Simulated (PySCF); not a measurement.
# EPR parameters of C5H5F3N

Compound: C5H5F3N (doublet state).
Z-matrix (Å and degrees, GFN2-xTB geometry), rows numbered from 1:
```
F 
C   1  1.3498
F   2  1.3420  1  106.95
F   2  1.3581  1  105.11  3   111.78
C   2  1.4742  1  112.08  3  -123.90
C   5  1.3965  2  129.03  1   153.60
C   6  1.3658  5  108.69  2   179.89
C   7  1.4954  6  109.07  5     0.21
N   5  1.3821  2  121.21  1   -30.83
H   6  1.0726  5  124.35  2    -0.40
H   7  1.0702  6  127.62  5   179.84
H   8  1.1018  7  112.23  6   116.66
H   8  1.0996  7  112.59  6  -122.57
H   9  1.0067  5  121.48  2    27.20
```

The hyperfine couplings belong to this conformer and change with its torsions.

Identity: `FC(F)(F)[C]1C=CCN1` [radical].

Theory: UKS B3LYP, pcH-1 on C F H N, non-relativistic, mean-field spin-orbit, GIAO in PySCF. Geometry: GFN2-xTB; no solvent, vibrations or thermal averaging. Couplings are sensitive to structure, and on GFN2-xTB geometries they can be far from those on DFT ones. The SCF solution wasn't tested for stability.

```
g1, g2, g3        : 2.00220, 2.00267, 2.00336
g_iso             : 2.00275
Form of g         : rhombic: the two nearest values differ by 41 % of g3 − g1
⟨S²⟩              : 0.7685 (exact 0.7500)
α and β electrons : 35, 34
```

Isotropic coupling and dipolar principal values T1 to T3, in G (MHz turned into gauss with g_iso; 10 G = 1 mT):

```csv
atom,isotope,a_iso,T1,T2,T3,Mulliken spin population
F1,19F,9.3,-5.6,-5.3,10.9,0.00
C2,13C,-8.1,-1.0,-0.2,1.2,0.00
F3,19F,15.0,-8.0,-7.3,15.4,0.01
F4,19F,54.8,-19.0,-17.9,37.0,0.02
C5,13C,13.8,-15.6,-15.0,30.7,0.47
C6,13C,-13.3,-8.2,3.8,4.4,-0.19
C7,13C,15.1,-14.1,-13.3,27.4,0.48
C8,13C,-10.5,-0.4,0.0,0.4,-0.06
N9,14N,5.1,-4.1,-4.1,8.2,0.18
H10,1H,3.0,-1.5,-0.3,1.7,0.01
H11,1H,-11.7,-6.9,-0.2,7.1,-0.02
H12,1H,47.1,-1.1,-0.3,1.4,0.06
H13,1H,45.2,-1.3,-0.3,1.6,0.05
H14,1H,0.0,-4.7,-2.0,6.8,0.00
```

Largest spin populations (Mulliken): C7 (+0.48), C5 (+0.47), C6 (-0.19) and N9 (+0.18). Three atoms exceed +0.15.

C5, the radical centre as drawn in `FC(F)(F)[C]1C=CCN1`, holds a spin population of +0.47 out of 1.

Axes: g2 points within 12° of the C5–N9 bond and g3 points within 3° of the C7–H11 bond.

Under fast tumbling the dipolar parts average out, and these isotropic splittings remain: 2 × 1H (H12/H13, I = 1/2, 3 lines) with 4.62 mT, 3 × 19F (F1/F3/F4, I = 1/2, 4 lines) with 2.63 mT, 1 × 1H (H11, I = 1/2, 2 lines) with 1.17 mT, 1 × 14N (N9, I = 1, 3 lines) with 0.51 mT and 1 × 1H (H10, I = 1/2, 2 lines) with 0.30 mT.

Class means assume fast exchange of nuclei equivalent by connectivity; if that motion is slow, each nucleus keeps its own coupling. The three 19F nuclei of mean +73.9 MHz run from 26.0 to 153.6 MHz in the frozen geometry.

The 13C coupling of C7 (42.5 MHz) shows only in satellite lines or after enrichment, since that isotope makes up about 1.07 % of natural carbon.

Examples of negative spin density at the nucleus (bohr⁻³): C6 (-0.0332), C8 (-0.0262) and C2 (-0.0201).
